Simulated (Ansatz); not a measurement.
C3H6, charge +1, doublet, at a GFN2-xTB geometry (a state made from the parent by changing its charge; the spin is typed, not shown lowest); Ansatz (a first-principles code) with MP2/STO-3G.

Here is a job for Ansatz.
Ansatz 0.2 input:
```yaml
crystal:
  periodic: [false, false, false]
  atoms:
    - {symbol: C, position_ang: [-1.20737674, 0.05679404, -0.23099301]}
    - {symbol: C, position_ang: [0.08149985, 0.01376709, 0.43060907]}
    - {symbol: C, position_ang: [1.30248053, -0.08335099, -0.14521574]}
    - {symbol: H, position_ang: [-1.90844225, -0.68637557, 0.17911264]}
    - {symbol: H, position_ang: [-1.70998107, 0.99470355, 0.05610396]}
    - {symbol: H, position_ang: [-1.14667474, -0.07339176, -1.30958177]}
    - {symbol: H, position_ang: [0.04418095, 0.06742610, 1.52303029]}
    - {symbol: H, position_ang: [1.50139258, 0.26564072, -1.15435202]}
    - {symbol: H, position_ang: [2.15990263, -0.49126387, 0.37928506]}
basis:
  gaussian:
    orbitals: STO-3G
total_charge: 1
magnetization: {spin_polarized: true, initial_magnetization: 1}
correlation: {method: mp2}
```

**Question.** What does Ansatz print? Leave out banner, timings and long lists.

**Answer.** 
```
Functional definition: HF
287 factors; integrals over basis functions are off by at most 3.5e-5 eV
mean field evaluation 1: about -3139.1150 eV, gradient 9.2e0 eV
mean field evaluation 2: about -3139.2192 eV, gradient 9.1e0 eV
mean field evaluation 4: about -3139.9870 eV, gradient 1.0e0 eV
mean field evaluation 8: about -3140.0184 eV, gradient 1.6e-3 eV
mean field -3140.01793433 eV, -115.3935307061 hartree, gradient 1.6e-6 eV, S^2 0.758312; 0 other end points of the search recorded, 0 dependent functions left out
3 core orbitals not correlated
reference -3140.01793433 eV, -115.3935307061 hartree; 9, 8 occupied and 9, 10 virtual orbitals, 287 factors
second order -3.79564332 eV of doubles, -0.00000000 eV of singles
Total energy: -3143.81357765 eV, -115.5330180252 hartree
```
